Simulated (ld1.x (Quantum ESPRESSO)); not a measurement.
# phosphorus, PAW: configuration errors across variants

- Element: P (Z = 15)
- Generator: ld1.x (Quantum ESPRESSO) 7.5
- Type: PAW
- Functional: PBE
- Relativity: non-relativistic
- Frozen core: [He]
- Valence charge: 13
- Reference configuration: 2s2 2p6 3s2 3p1 (charge +2)
- Partial waves: 2s (bound): rcut 0.80, rcutus 0.90 bohr; 3s (bound): rcut 0.80, rcutus 0.90 bohr; 2p (bound): rcut 0.70, rcutus 0.75 bohr; 3p (bound): rcut 0.70, rcutus 0.75 bohr
- Local potential: all-electron potential smoothed inside 0.55 bohr (lloc = -2)
- Core correction: Bessel-smoothed model core inside 0.70 bohr
- Augmentation charge: BESSEL, radius 0.55 bohr

All-electron excitation energies from the reference (eV): (1) 2s2 2p6 3s2 3p3 -28.901; (2) 2s2 2p6 3s2 3p2 -19.159; (3) 2s2 2p6 3s2 3p0 29.749; (4) 2s2 2p6 3s0 3p5 -11.878; (5) 2s2 2p6 3s2 3p2.5 -25.120; (6) 2s2 2p6 3s2 3p3.3 -30.211; (7) 2s1 2p6 3s2 3p3 158.695.

Errors AE − PS in meV (a dash: test not solved or not reliable):

```csv
change,(1),(2),(3),(4),(5),(6),(7),bound ghosts
base,-0.2,0.0,-0.2,-0.2,-0.1,-0.1,-3.5,none
local potential all-electron potential smoothed inside 0.40 bohr (lloc = -2),-0.1,0.0,-0.2,-0.1,0.0,-0.1,-2.7,none
local potential all-electron potential smoothed inside 0.50 bohr (lloc = -2),-0.1,0.0,-0.2,-0.2,-0.1,-0.1,-4.8,none
local potential all-electron potential smoothed inside 0.62 bohr (lloc = -2),-0.1,0.0,-0.1,-0.1,-0.1,-0.1,+1.5,none
local potential all-electron potential smoothed inside 0.72 bohr (lloc = -2),0.0,0.0,0.0,-0.2,0.0,0.0,+3.3,none
local potential all-electron potential smoothed inside 0.90 bohr (lloc = -2),0.0,0.0,0.0,-0.2,0.0,0.0,+1.0,none
```

Task: Give the same row for: local potential all-electron potential smoothed inside 1.04 bohr (lloc = -2).

Result: -0.1, 0.0, 0.0, -0.2, -0.1, -0.1, -2.7; bound ghosts: none.
